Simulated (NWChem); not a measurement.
Species: AlSiH3F2; SMILES [F][Al]([F])[SiH3]

```xyz
7

Al    -0.0029     0.5621     0.0022
F     -1.3967     1.4628    -0.0008
F      1.4190     1.4184    -0.0008
Si    -0.0113    -1.8643     0.0001
H      0.8443    -2.3777     1.1143
H      0.5506    -2.3671    -1.2924
H     -1.3991    -2.3924     0.1637
```
Atoms are numbered in this order, from 1.

The geometry was optimised at PBE0/def2-SVP.

Q: List the 4 lowest vertical singlet excitations from PBE0/def2-SVPD, TDA (NWChem).

A: 
```csv
state,energy (eV),oscillator strength,leading excitation (squared amplitude)
S1,6.32,0.112,HOMO → LUMO (0.95)
S2,6.99,0.340,HOMO → LUMO+1 (0.92)
S3,7.41,0.063,HOMO → LUMO+2 (0.47)
S4,7.48,0.056,HOMO−1 → LUMO (0.53)
```
